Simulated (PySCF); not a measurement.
Match the calculated data to a structure.

All candidates are C6H12N2.

| technique | computed result |
| --- | --- |
| Rotational structure | rotational constants A, B, C: 3.023, 1.887, 1.355 GHz [GFN2-xTB] |
| 13C NMR | chemical shifts (computed TMS as zero) by class: 58.2 (1 C), 39.6 (1 C), 36.1 (1 C), 36.0 (1 C), 32.0 (1 C), 29.9 (1 C) ppm [GIAO PBE0/pcSseg-1] |
| 1H NMR | chemical shifts (computed TMS as zero) by class: 4.01 (1 H), 2.38 (1 H), 2.04 (1 H), 2.02 (1 H), 1.70 (1 H), 1.06 (1 H), 1.06 (1 H), 0.80 (2 H), 0.68 (1 H), 0.37 (2 H) ppm [GIAO PBE0/pcSseg-1] |
| NMR, other nuclei | isotropic shieldings of nuclei other than C and H, by class: 217 (1 N), 223 (1 N) ppm [GIAO PBE0/pcSseg-1] |
| Dipole | 2.39 D [PBE0/pcSseg-1] |

The electronic properties come from PySCF, for the isolated species, density fitting. Levels stand in brackets. One conformer (not necessarily the lowest) at the GFN2-xTB geometry, without solvent, vibrations or thermal averaging. Each NMR value is the plain mean over a class of atoms that symmetry, rotation or inversion makes alike.

**Question.** Which candidate is it?
A. `C1CN2CCN1CC2`
B. `CCN1C[C@H](C)C=N1`
C. `N[C@@H]1[C@H]2CC[C@@H](N)[C@@H]12`
D. `C=N/N=C(\C)C(C)C`

**Answer.** C. It is `N[C@@H]1[C@H]2CC[C@@H](N)[C@@H]12`. Numbering: `[NH2:1][C@@H:2]1[C@H:3]2[CH2:4][CH2:5][C@@H:6]([NH2:7])[C@@H:8]12`. Its formula, C6H12N2, gives 2 degrees of unsaturation: 2 rings and 0 π bonds in the structure found. 6 carbons fall into 6 classes; from least to most shielded: ring sp3 carbon bound to nitrogen [C6] (58.2 ppm), sp3 carbon at a ring junction [C8] (39.6 ppm), ring CH2 carbon [C5] (36.1 ppm), ring sp3 carbon bound to nitrogen [C2] (36.0 ppm), ring CH2 carbon [C4] (32.0 ppm), sp3 carbon at a ring junction [C3] (29.9 ppm). Hydrogen classes from least to most shielded: 1 H on an sp3 carbon bound to nitrogen, C6 (4.01 ppm), 1 H on an sp3 carbon bound to nitrogen, C2 (2.38 ppm), 1 H on a ring CH2 carbon, C4 (2.04 ppm), 1 H on a ring CH2 carbon, C4 (2.02 ppm), 1 H on a ring CH2 carbon, C5 (1.70 ppm), 1 H on an sp3 carbon at a ring junction, C3 (1.06 ppm), 1 H on a ring CH2 carbon, C5 (1.06 ppm), 2 H on a primary amine nitrogen, N7 (0.80 ppm), 1 H on an sp3 carbon at a ring junction, C8 (0.68 ppm), 2 H on a primary amine nitrogen, N1 (0.37 ppm, a mean of values up to 1.2 ppm apart in this geometry). The other shieldings belong to: 217 ppm, primary amine nitrogen [N7]; 223 ppm, primary amine nitrogen [N1]. The optimised geometry has point group C1 and is an asymmetric top.

The others, at the same levels:
- `CCN1C[C@H](C)C=N1` fails: its computed 13C shifts are 140.1 (1 C), 55.9 (1 C), 48.0 (1 C), 45.4 (1 C), 21.8 (1 C), 10.2 (1 C) ppm, 1H shifts are 6.09 (1 H), 3.90 (1 H), 3.49 (1 H), 3.12 (1 H), 2.99 (1 H), 2.93 (1 H), 1.16 (3 H), 0.93 (3 H) ppm and rotational constant A is 4.842 GHz (against 3.023 GHz).
- `C=N/N=C(\C)C(C)C` fails: it has 5 carbon classes against 6; its computed 13C shifts are 140.8 (1 C), 118.8 (1 C), 42.2 (1 C), 22.1 (2 C), 10.9 (1 C) ppm, 1H shifts are 6.21 (1 H), 6.13 (1 H), 2.54 (1 H), 1.61 (3 H), 1.12 (6 H) ppm and rotational constant A is 4.064 GHz (against 3.023 GHz).
- `C1CN2CCN1CC2` fails: it has 1 carbon class against 6; its computed 13C shifts are 50.9 (6 C) ppm, 1H shifts are 2.53 (12 H) ppm and rotational constant A is 2.695 GHz (against 3.023 GHz).

Each candidate is one conformer, not necessarily the lowest. The conformers computed, where there is a choice (atom-mapped SMILES and torsion angles):
- `[CH2:1]=[N:2]/[N:3]=[C:4](\[CH3:5])[CH:6]([CH3:7])[CH3:8]`: C1–N2–N3–C4 -101°, N3–C4–C6–C7 -128°

The conformers of `N[C@@H]1[C@H]2CC[C@@H](N)[C@@H]12`, `CCN1C[C@H](C)C=N1` and `C1CN2CCN1CC2` aren't listed.
